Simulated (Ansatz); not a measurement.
The cluster Y3O3⁺, relaxed as a singlet with RKS r2SCAN-D4/def2-SVP in Ansatz, starting from the GFN1-xTB geometry. Force threshold 0.02 eV/Å.

In the def2 sets Y takes a core potential; there is no spin–orbit coupling. The structure holds 1 bond(s) between oxygen atoms. The restricted singlet is unstable towards broken spin symmetry in Hartree–Fock (as tested in another run); at r2SCAN-D4/def2-SVP this wasn't settled. The relaxation made no stability test and no search for a lower SCF solution. No other spin state of charge 1 was run. Another isomer (singlet) lies 6.59 eV lower at PBE0-D4/def2-TZVP; other spin states weren't run for this one.

Start:

```xyz
6

Y     1.1311    0.0264    0.7693
Y    -0.2051    2.2218   -0.9287
Y    -1.9009   -0.6301   -0.8792
O     0.9147   -1.2329   -0.7523
O     0.3309   -1.7481    0.4752
O    -0.2706    1.3629    1.3158
```

Problem. Estimate the energy that the relaxation releases and the steps that it takes.

Solution. 4.47 eV, in 14 steps; 70 s on 4 threads of Arm Neoverse V1 on a shared host. No frequencies were taken in this run, so the end may be a saddle point.

Problem. Does the start keep its bonding?

Solution. Bonds formed: Y3–O6 (atoms count from 1).

Problem. Predict the relaxed structure.

Solution. 
```
atom    x (Å)    y (Å)    z (Å)
  Y1   1.3695   0.0643   0.9488
  Y2  -0.0837   2.2399  -0.8454
  Y3  -1.4974  -0.5735  -0.4571
  O4   0.6228  -0.9873  -0.8223
  O5   0.1725  -1.6995   0.4189
  O6  -0.5838   0.9560   0.7572
```
Bond lengths (bridged metal pairs left out): 7 × O–Y 2.11 to 2.20 Å; 1 × O–O 1.50 Å.
